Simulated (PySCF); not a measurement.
C₄H₅BF₂. Atoms are numbered in the order given.

```xyz
12

C      2.4268    -0.3702    -0.4852
C      1.1523    -0.2075    -0.1153
C      0.3466    -0.7587     1.0574
C     -1.0058    -0.4739     0.3491
F     -2.0145     0.0338     1.1213
B     -0.1646     0.4319    -0.6575
F     -0.4586     1.3973    -1.4999
H      2.8109     0.1008    -1.3954
H      3.1334    -0.9757     0.0940
H      0.4415    -0.1088     1.9446
H      0.5385    -1.7993     1.3653
H     -1.3632    -1.3956    -0.1500
```

Geometry: PBE0-D3(BJ)/def2-SVP. The structure was generated by enumeration; whether it is a known compound was not checked.

Computed with PBE0/pcSseg-1 (PySCF).

GIAO shieldings, no solvent; atoms listed in one row are averaged. δ = σ(ref) − σ: ¹³C against TMS (σ = 186.3 ppm); ¹⁹F against CFCl3 (σ = 167.2 ppm); ¹¹B against BF3 (σ = 88.8 ppm); ¹H against TMS (σ = 31.56 ppm), references at their B3LYP-D3(BJ)/def2-TZVP geometries, non-relativistic.

| nucleus | atoms | count | δ (ppm) |
|---|---|---|---|
| ¹³C | C2 | 1 | 155.0 |
| ¹³C | C1 | 1 | 141.8 |
| ¹³C | C4 | 1 | 87.3 |
| ¹³C | C3 | 1 | 40.6 |
| ¹⁹F | F7 | 1 | -44.0 |
| ¹⁹F | F5 | 1 | -241.5 |
| ¹¹B | B6 | 1 | 35.7 |
| ¹H | H8 | 1 | 6.59 |
| ¹H | H9 | 1 | 6.44 |
| ¹H | H12 | 1 | 5.10 |
| ¹H | H11 | 1 | 3.32 |
| ¹H | H10 | 1 | 2.89 |
